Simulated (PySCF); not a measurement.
Gas-phase XPS of `BC(C)(C)CCC=C`, computed

C₇H₁₅B.
SMILES with atom numbers: `[BH2:1][C:2]([CH3:3])([CH3:4])[CH2:5][CH2:6][CH:7]=[CH2:8]`

Computed, not measured: PySCF, delta-SCF UKS SCAN, pcX-2 on the ionised atom, pcseg-1 elsewhere, spin-free X2C. Binding energies are ΔSCF values: E(core-ionised, relaxed orbitals) − E(ground state) at a fixed geometry, referred to the vacuum level.

Task: List the computed XPS lines with their assignment.

Result: 
| atom(s) | environment | level | binding energy (eV) | above the level's lowest (eV) | count |
| --- | --- | --- | --- | --- | --- |
| C2 | sp3 carbon bound to boron | C 1s | 290.06 | +0.06 | 1 |
| C3 | methyl carbon | C 1s | 290.64 | +0.64 | 1 |
| C5 | chain CH2 carbon | C 1s | 290.24 | +0.24 | 1 |
| C6 | allylic carbon | C 1s | 290.52 | +0.52 | 1 |
| C7 | alkene CH carbon | C 1s | 290.40 | +0.40 | 1 |
| C8 | terminal =CH2 carbon | C 1s | 290.00 | 0.00 | 1 |

Lowest listed C 1s: C8, bonded to C (double bond) and 2 H. Highest, 0.64 eV above it: C3, bonded to C and 3 H. The widest gap between neighbouring values is 0.18 eV, between 290.06 and 290.24 eV. Summing the Pauling electronegativity differences to the bonded atoms, each weighted by its formal bond order, gives -0.70 for the lowest site and -1.05 for the highest; the largest sum, -0.35, belongs to C7, 0.24 eV below the top. The smallest sum, -1.05, belongs to C3, 0.64 eV above the lowest.

Task: Which photon wavelength matches the C 1s of C3 threshold?

Result: λ = hc/E = 12398.42 eV Å / 290.64 eV = 42.659 Å.

Task: Express the binding energy of C 1s of C3 in atomic units and per mole.

Result: 290.64 eV = 10.6808 Eh = 28042 kJ/mol.

The list is incomplete; no value stands for C 1s of C4 (hole states with ⟨S²⟩ of 1 or more are left out). No level of boron is listed. Isolated species at its PBE0-D3(BJ)/def2-SVP geometry (one conformer only).

Conformer computed: `[BH2:1][C:2]([CH3:3])([CH3:4])[CH2:5][CH2:6][CH:7]=[CH2:8]`: B1–C2–C5–C6 66°, C2–C5–C6–C7 -175°, C5–C6–C7–C8 -119°.
